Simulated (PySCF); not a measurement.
**Bonding in `C=C[C@@H]1C[Si@H]1S`**

Compound: C4H8SSi.
Atom-mapped SMILES: `[CH2:1]=[CH:2][C@@H:3]1[CH2:4][Si@H:5]1[SH:6]` (hydrogens: H7, H8 on C1; H9 on C2; H10 on C3; H11, H12 on C4; H13 on Si5; H14 on S6)

Geometry (GFN2-xTB, Å), atoms numbered from 1 in this order:
```
atom  x, y, z in Å
C1    -2.403    0.667   -0.678
C2    -1.393    0.580    0.176
C3    -0.076    0.038   -0.142
C4     0.732   -0.625    1.003
Si5    1.501    0.966    0.383
S6     3.221    0.876   -0.901
H7    -3.352    1.086   -0.396
H8    -2.314    0.323   -1.695
H9    -1.512    0.938    1.191
H10   -0.055   -0.494   -1.088
H11    0.228   -0.639    1.959
H12    1.162   -1.591    0.772
H13    1.510    2.211    1.111
H14    2.750   -0.055   -1.717
```

Bond orders from the PBE0/pcSseg-1 density (PySCF). One conformer (not necessarily the lowest) at the GFN2-xTB geometry, without solvent, vibrations or thermal averaging.

(1) Where do the orders between heavy atoms depart from those drawn in the SMILES?

(2) Set the Mayer orders of the bonds beside their lengths.

## Answers

(1) The largest departure is 0.159, at C3–C4 (drawn single, 0.841). Drawn single, order below 0.88: C3–C4 (0.841).

(2) 
```json
{"bond": "C1–C2", "drawn as": "double", "length (Å)": "1.325", "Mayer order": "1.951"}
{"bond": "C2–C3", "drawn as": "single", "length (Å)": "1.460", "Mayer order": "1.055"}
{"bond": "C3–C4", "drawn as": "single", "length (Å)": "1.550", "Mayer order": "0.841"}
{"bond": "C4–Si5", "drawn as": "single", "length (Å)": "1.873", "Mayer order": "0.935"}
{"bond": "Si5–S6", "drawn as": "single", "length (Å)": "2.148", "Mayer order": "1.025"}
{"bond": "Si5–C3", "drawn as": "single", "length (Å)": "1.903", "Mayer order": "0.882"}
{"bond": "C1–H7", "drawn as": "single", "length (Å)": "1.076", "Mayer order": "0.946"}
{"bond": "C1–H8", "drawn as": "single", "length (Å)": "1.078", "Mayer order": "0.960"}
{"bond": "C2–H9", "drawn as": "single", "length (Å)": "1.083", "Mayer order": "0.951"}
{"bond": "C3–H10", "drawn as": "single", "length (Å)": "1.086", "Mayer order": "0.938"}
{"bond": "C4–H11", "drawn as": "single", "length (Å)": "1.081", "Mayer order": "0.948"}
{"bond": "C4–H12", "drawn as": "single", "length (Å)": "1.082", "Mayer order": "0.946"}
{"bond": "Si5–H13", "drawn as": "single", "length (Å)": "1.442", "Mayer order": "0.935"}
{"bond": "S6–H14", "drawn as": "single", "length (Å)": "1.324", "Mayer order": "0.924"}
```

Bonds between the same two heavy elements. C–C: lowest C3–C4 (0.841, 1.550 Å), highest C1–C2 (1.951, 1.325 Å). C–Si: lowest Si5–C3 (0.882, 1.903 Å), highest C4–Si5 (0.935, 1.873 Å).

Q: Sum the orders of all bonds at each heavy atom with more than one neighbour and set the sums beside the valence in the SMILES.

A: C1 3.857 (drawn 4), C2 3.957 (drawn 4), C3 3.716 (drawn 4), C4 3.670 (drawn 4), Si5 3.777 (drawn 4), S6 1.949 (drawn 2). Orders between atoms that aren't bonded are not in these sums.

Mayer orders depend on the basis set.

These values come from a run that also computed NMR shieldings. Hardware: Arm Neoverse V2, one thread, shared host with 32 logical CPUs at a one-minute load of 16. Cost: 17 s, 0.79 GiB resident at most.
